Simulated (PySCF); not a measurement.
# Worked example: oscillator strength and radiative lifetime

C₂H₇Si, SMILES [SiH](C)C (connectivity only; charge and spin as stated), charge +1, multiplicity 1.

Geometry: PBE-D3(BJ)/def2-SVP. The spin state was assumed, not searched. The isomer is the one that the SMILES or the coordinates give; other isomers of the formula were not compared.

TDA-LC-ωPBE/def2-SVPD (PySCF) puts the first singlet state with f over 0.02 at 8.27 eV (vertical), with the transition dipole (0.802, 0.000, 0.000) in atomic units.

Task: Find the oscillator strength, the wavelength and the radiative lifetime that this transition would have in vacuum if emission retraced absorption.

Result: 
|μ|² = 0.6432 au, so |μ| = 2.04 D. ΔE = 8.27/27.211 = 0.3039 hartree. f = (2/3) ΔE |μ|² = 0.130 (the program prints 0.130).
λ = 1239.84/8.27 = 150 nm; ν = 66702 cm⁻¹.
Einstein's coefficient A = 0.6670 ν² f s⁻¹ (ν in cm⁻¹) = 3.9e8 s⁻¹, so τ = 1/A = 2.6 ns. This state is S4; the lower singlets have f = 0.000, 0.001, 0.000. The figure is the radiative limit of this one transition; relaxation, internal conversion, crossing to triplets and a medium change what is measured.
